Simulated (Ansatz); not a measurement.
Isomers of CH4BrClSi, relaxed with PBE0-D4/def2-TZVP in Ansatz; electronic energies, one conformer each and not always the lowest. Functionals use def2-TZVPP; CBS adds triple-zeta CCSD(T) − MP2 to the MP2 limit of def2-TZVPP and def2-QZVPP.

Outer-core shells of Br are correlated without core-valence functions. Scalar relativity is left out up to krypton. Spin–orbit coupling is left out.

**Question.** Order them by energy at frozen-core CCSD(T)/CBS, lowest first. (Estimate.)
A. `ClC[SiH2]Br`
B. `Cl[SiH2]CBr`
C. `C[SiH](Cl)Br`
D. `[SiH3]C(Cl)Br`

**Answer.** C (0.0 kcal/mol), B (40.4 kcal/mol), A (44.1 kcal/mol), D (81.7 kcal/mol).

**Question.** How do B3LYP, HF/CBS(def2), r2SCAN-D4, B3LYP-D4 place them (kcal/mol, against `C[SiH](Cl)Br`)? (Best estimate.)

**Answer.** Computed: 
```csv
isomer,B3LYP,HF/CBS(def2),r2SCAN-D4,B3LYP-D4
`Cl[SiH2]CBr`,39.6,40.7,41.6,39.6
`ClC[SiH2]Br`,43.3,44.3,45.3,43.4
`[SiH3]C(Cl)Br`,80.7,85.7,83.2,80.3
```

B3LYP here is the variant with VWN-RPA as its local correlation; programs differ in this.
